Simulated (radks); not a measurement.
Polarisability of the argon ion Ar2+, [Ne] 3s2 3p4, at imaginary frequency. All-electron calculation, scalar-relativistic Kohn-Sham, exchange-only LDA, spin-polarised, spherical densities, finite nucleus; open shells are filled with parallel spins first; Fermi nuclear charge, rms radius 3.4274 fm. Program: a radial shooting solver on a logarithmic mesh with Libxc functionals. Response by self-consistent Sternheimer equations with the Hartree and adiabatic exchange-only LDA kernel, the relativistic mass of each level held fixed and spin-orbit coupling left out.

w (hartree)  alpha1(iw) (bohr^3)
0.00266                    4.921
0.0143                     4.920
0.0360                     4.914
0.0697                     4.893
0.118                      4.840
0.186                      4.726
0.280                      4.502
0.413                      4.101
0.605                      3.462
0.892                      2.600
1.35                       1.666
2.12                      0.8887
3.59                      0.3904
6.94                      0.1379
17.5                     0.03237

Static values: alpha1 = 4.921 bohr^3 (0.7293 angstrom^3; uncoupled 7.974). C6 = 17.41, triple-dipole C9 = 63.05 atomic units. One-pole (London) frequency 4 C6 / (3 alpha1^2) = 0.958 hartree, against 1.189 for minus the highest occupied eigenvalue.
